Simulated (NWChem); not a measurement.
System: C$_{2}$H$_{3}$AlClNO; SMILES [CH3][Al]([Cl])[N]=C=O

```xyz
9

Al     0.4576     0.5156    -0.0008
Cl    -1.1490     1.8693     0.0004
C      2.3009     1.0919    -0.0001
H      2.8392     0.6727    -0.8660
H      2.8189     0.7280     0.9027
H      2.3961     2.1873    -0.0319
N      0.0213    -1.2043    -0.0003
C     -0.3227    -2.3556     0.0001
O     -0.6482    -3.4769     0.0003
```
Atoms are numbered in this order, from 1.

Program: NWChem. Pople sets run with spherical d functions. Structure relaxed at the PBE0/def2-SVP level. B3LYP is NWChem's, with the RPA form of VWN correlation. Atomic charges in e: unrestrained fits to the electrostatic potential beside Mulliken populations; buried atoms are poorly determined by the fit.

For level B3LYP/def2-SVP:

```
Quantity      Value
------------  -----
ESP Al1        0.88
Mulliken Al1   0.74
ESP C3        -0.49
Mulliken C3   -0.33
ESP N7        -0.66
Mulliken N7   -0.22
ESP C8         0.68
Mulliken C8    0.04
```

Task: Estimate the same quantities for level Hartree-Fock/6-31G*.

Result: 
* **ESP Al1**: 1.12
* **Mulliken Al1**: 0.99
* **ESP C3**: -0.65
* **Mulliken C3**: -0.81
* **ESP N7**: -0.83
* **Mulliken N7**: -0.69
* **ESP C8**: 0.86
* **Mulliken C8**: 0.78
